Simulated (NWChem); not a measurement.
# SiH3F; SMILES F[SiH3]

```xyz
5

Si     0.0000     0.0000    -0.4569
F      0.0000     0.0000     1.1819
H      1.0052     1.0052    -0.9391
H      0.3679    -1.3731    -0.9391
H     -1.3731     0.3679    -0.9391
```
Atoms are numbered in this order, from 1.

Geometry: optimised at PBE-D3(BJ)/def2-SVP.

**Question.** List the 4 lowest vertical singlet excitations from PBE0/def2-TZVP, TDA (NWChem).

**Answer.** 
```json
[
 {"state": "S1", "energy (eV)": "7.91", "oscillator strength": "0.003", "leading excitation (squared amplitude)": "HOMO → LUMO (0.99)"},
 {"state": "S2", "energy (eV)": "7.91", "oscillator strength": "0.003", "leading excitation (squared amplitude)": "HOMO−1 → LUMO (0.99)"},
 {"state": "S3", "energy (eV)": "9.52", "oscillator strength": "0.000", "leading excitation (squared amplitude)": "HOMO−1 → LUMO+1 (0.50)"},
 {"state": "S4", "energy (eV)": "10.02", "oscillator strength": "0.012", "leading excitation (squared amplitude)": "HOMO → LUMO+3 (0.54)"}
]
```
